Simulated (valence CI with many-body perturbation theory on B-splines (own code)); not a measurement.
W²⁴⁺ in brief

Level of theory: configuration interaction combined with many-body perturbation theory (CI+MBPT): four valence electrons over a frozen Dirac-Fock core [Kr] 4d10, a basis of 8 s, 8 p, 9 d, 9 f, 6 g, 3 h, 2 i functions for each j, with the one-electron correlation potential Σ1, the two-electron term Σ2, the three-electron term Σ3, Breit, model QED; selected CI, second order for the rest, scaled by the run's own slope (own B-spline code, finite nucleus).

No measured spectrum was set against this ion. As an estimate, terms of the open shell hold to a few per cent of their energy, and close levels can change places. Core correlation moves these levels by up to 4000 cm⁻¹, and in measured spectra 5 to 20 % of such shifts remained as error; rates that hang on mixing are uncertain with them. Only levels of the ground parity were solved; by the run's estimate the other parity begins above the list, which can be wrong where configurations are misplaced.

Names give the largest LS component (configuration and term), which can be under half, so a name can repeat, a term be missing and a line seem to break the LS rules; names also repeat where a configuration has a term twice.

Rates and lifetimes use the calculated energies. Strong lines usually hold to 10 to 20 %, long lifetimes can be off by a factor of two.

**Question.** What is the ground level?

**Answer.** 4f⁴ ⁵I_4, composition 82 % 4f⁴ ⁵I + 16 % 4f⁴ ³H, g = 0.639.

**Question.** Name the longest-lived excited levels whose lifetime is computed, and their main decay.

**Answer.** 4f⁴ ⁵F_2 at 34928 cm⁻¹ lives 54.9 s, mostly by E2 to 4f⁴ ⁵I_4.

**Question.** How well does LS coupling describe the low levels?

**Answer.** Among the lowest 20 levels the leading LS term, summed over configurations, holds 60 % on average. For single configurations the figures are 60 % in LS and 65 % in jj coupling. Terms mix most in the J = 2 level at 74030 cm⁻¹, where the leading one holds 28 %.

**Question.** What is the ionisation energy?

**Answer.** 732.67 eV; NIST lists 734.1 ± 1.7 eV (semi-empirical).
